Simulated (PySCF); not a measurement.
**Si2OF4**

Si2OF4 is a silylene (divalent Si1, bonded to 1 F + 1 O), neutral, singlet. The structure, one conformer, was relaxed in the gas phase by PBE0-D3(BJ)/def2-SVP. No frequency run checks that it is a minimum.

SMILES: F[Si]O[Si](F)(F)F

| atom | x (Å) | y (Å) | z (Å) |
| --- | --- | --- | --- |
| Si1 | -0.923 | -2.089 | -0.059 |
| F2 | -1.488 | -1.492 | -1.470 |
| O3 | -0.023 | -0.779 | 0.466 |
| Si4 | 0.582 | 0.717 | 0.302 |
| F5 | -0.556 | 1.814 | 0.492 |
| F6 | 1.702 | 0.967 | 1.404 |
| F7 | 1.243 | 0.919 | -1.132 |

Shieldings: GIAO PBE0/pcSseg-2. Shifts are against computed references at the same level: Si TMS (σ 341.3 ppm). Core levels by delta-SCF with SCAN, pcX-2 on the ionised atom and pcseg-1 elsewhere, spin-free X2C (2p3/2 is the spin-free 2p value less a third of a first-order spin-orbit splitting); from the vacuum level, for chosen atoms.

(1) Give the NMR and core-level values of the distinct atoms.

(2) Which of Si1, Si4 holds its core electrons tightest, and by how much against the loosest?

(3) By CAM-B3LYP/def2-SVPD (TDDFT singlets, Tamm-Dancoff triplets, ionisation by delta-SCF), where does absorption start, and what does vertical ionisation take?

## Answers

(1) 
| atoms | bonded to | σ (ppm) | δ (ppm) | core level (eV) |
| --- | --- | --- | --- | --- |
| Si1 | 1 F + 1 O | 335.3 | 6.0 | 2p3/2 109.83 |
| F2 | 1 Si | 134.3 | - | 1s 692.83 |
| O3 | 2 Si | 144.3 | - | 1s 539.57 |
| Si4 | 3 F + 1 O | 454.5 | -113.2 | 2p3/2 110.97 |
| F5 | 1 Si | 335.2 | - | 1s 693.79 |
| F6 | 1 Si | 339.0 | - | - |
| F7 | 1 Si | 333.7 | - | - |

Values are those of this one static structure; atoms that internal rotation interchanges would show their mean in an NMR spectrum.

(2) Si4 (bonded to 3 F + 1 O), by 1.14 eV over Si1 (bonded to 1 F + 1 O).

(3) The lowest singlet lies at 5.51 eV (f 0.146), the strongest of the first 6 at 8.30 eV (f 0.284), the lowest triplet at 3.14 eV; vertical ionisation takes 11.20 eV.
